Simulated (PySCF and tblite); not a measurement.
Results of a calculation; reference values are marked as such.
3 regioisomers of C₈H₁₀:

| isomer | SMILES |
| --- | --- |
| A | [CH3:1][c:2]1[cH:3][cH:4][c:5]([CH3:6])[cH:7][cH:8]1 |
| B | [CH3:1][c:2]1[cH:3][cH:4][cH:5][c:6]([CH3:7])[cH:8]1 |
| C | [CH3:1][c:2]1[cH:3][cH:4][cH:5][cH:6][c:7]1[CH3:8] |

Each isomer is a Boltzmann average at 298.15 K over at most 5 conformers: GFN2-xTB geometries, energies PBE0/pcSseg-1 (D3(BJ) added where defined), GIAO shieldings PBE0/pcSseg-1, GFN2-xTB thermal terms. Programs: PySCF with density fitting and tblite.

Problem. What shifts does each isomer give (ppm)?

Solution. 
A: ¹H (against TMS): 7.39 (H3/H4/H7/H8, 4H), 2.45 (H1/H6, 6H). ¹³C (against TMS): 140.0 (C2/C5), 134.3 (C3/C4/C7/C8), 23.8 (C1/C6).

B: ¹H (against TMS): 7.47 (H4, 1H), 7.31 (H8, 1H), 7.26 (H3/H5, 2H), 2.48 (H1/H7, 6H). ¹³C (against TMS): 143.4 (C2/C6), 134.5 (C8), 134.1 (C4), 131.2 (C3/C5), 24.2 (C1/C7).

C: ¹H (against TMS): 7.44 (H3/H6, 2H), 7.41 (H4/H5, 2H), 2.35 (H1/H8, 6H). ¹³C (against TMS): 141.6 (C2/C7), 134.8 (C3/C6), 131.7 (C4/C5), 23.1 (C1/C8).

Shifts are unscaled: against experiment ¹³C can be off by 15 ppm or more and ¹H by 0.8 ppm. At least one structure keeps an imaginary mode at the tight-binding level.
